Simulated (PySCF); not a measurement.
Gas-phase reaction: 4 SbCl3 ⇌ Sb4 + 6 Cl2

Computed with PySCF (xtb for GFN2) and rigid-rotor harmonic-oscillator thermochemistry at 1 bar. † marks an energy on the PBE0/def2-TZVP geometry and frequencies; other levels use their own. MP2 and CCSD(T) freeze the core. All species are closed-shell singlets. Sb: scalar-relativistic def2 core potential, no spin-orbit coupling. MP2 isn't extrapolated to the basis-set limit; its ΔH°(298 K) is 1459.9 kJ in def2-SVP and 1444.6 kJ in def2-TZVPP. CCSD(T) isn't extrapolated to the basis-set limit; its ΔH°(298 K) is 1424.4 kJ in def2-SVP and 1443.1 kJ in def2-TZVPP. The harmonic model lacks anharmonicity and excited electronic states, which grow with temperature; levels with a mode under 35 cm⁻¹ are left out. Soft modes under 120 cm⁻¹ make the harmonic entropy rough for SbCl3.

ΔH° and ΔS° at 298 K: CCSD(T)/def2-SVP† 1424 kJ, 338 J/K; GFN2-xTB 1624 kJ, 317 J/K; MP2/def2-SVP† 1460 kJ, 338 J/K.

Task: With the heat capacities included, give log10 K (1 bar) at 500, 600, 1200, 2000, 2500 K from CCSD(T)/def2-SVP†, GFN2-xTB, MP2/def2-SVP†.

Result: 
| T (K) | CCSD(T)/def2-SVP† | GFN2-xTB | MP2/def2-SVP† |
|---|---|---|---|
| 500 | -131.3 | -153.3 | -135.0 |
| 600 | -106.6 | -125.1 | -109.7 |
| 1200 | -45.2 | -55.0 | -46.8 |
| 2000 | -21.0 | -27.3 | -21.9 |
| 2500 | -13.8 | -19.1 | -14.5 |
